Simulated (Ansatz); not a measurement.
Compare A (`C1[O][GaH][S]1`) with its isomer B (`O=C[S][GaH2]`).

Isolated molecules relaxed with PBE0-D4/def2-TZVP in Ansatz; ΔE leaves out vibrations. CCSD(T)/CBS adds triple-zeta CCSD(T) − MP2 to the extrapolated MP2 energy (def2 sets, frozen cores). Functionals use def2-TZVPP. B3LYP here is the variant with VWN-RPA as its local correlation; programs differ in this. For Ga outer-core shells are correlated without core-valence functions, which leaves a few kJ/mol of doubt a bond. Scalar relativity is left out up to krypton. Each species was taken in one conformer, which may not be the lowest.

A:

Z-matrix (Å, degrees):
```
C
Ga 1 2.433
S 1 1.863 2 59.4
O 1 1.400 2 47.8 3 180.0
H 1 1.094 2 125.1 3 -91.7
H 1 1.094 2 125.1 3 91.7
H 2 1.540 1 166.3 3 180.0
```

B:

```xyz
7

O    -2.541    0.476   -0.866
C    -1.413    0.391   -0.494
S    -0.642   -1.173   -0.089
Ga    1.372   -0.469    0.489
H    -0.748    1.266   -0.369
H     1.590    1.074    0.404
H     2.383   -1.565    0.925
```

Problem. Which isomer does CCSD(T)/CBS put lower? Give the gap. (An estimate is asked.)

Solution. Computed: A, by 14.6 kcal/mol.

Problem. Give E(B) − E(A) in kcal/mol with CCSD(T)/def2-TZVPP, LDA (SPW92), r2SCAN-D4, PBE0-D4, BLYP-D4, B3LYP-D4, B3LYP. (An estimate is asked.)

Solution. Ansatz gave: CCSD(T)/def2-TZVPP 14.0, LDA (SPW92) 15.8, r2SCAN-D4 11.8, PBE0-D4 13.2, BLYP-D4 6.8, B3LYP-D4 9.4, B3LYP 9.1. None reverses the order clearly.

Problem. Does the order hold for the free energy at 298.15 K (harmonic terms from PBE0-D4)? (Best estimate.)

Solution. The calculation gave: Yes: G(B) − G(A) = +9.8 kcal/mol, for one conformer each.

Largest T1 diagnostic: 0.016.

Leaving LDA and LC-ωPBE aside and taking each functional with its dispersion term where it has one, the values, not all of them listed here, spread over 9.2 kcal/mol, from BLYP-D4 to PBE-QIDH. LDA lies +5.5 kcal/mol from PBE without D4. From PBE to PBE0 (25 % exact exchange), in def2-TZVPP and without D4, E(B) − E(A) moves by +2.9 kcal/mol.
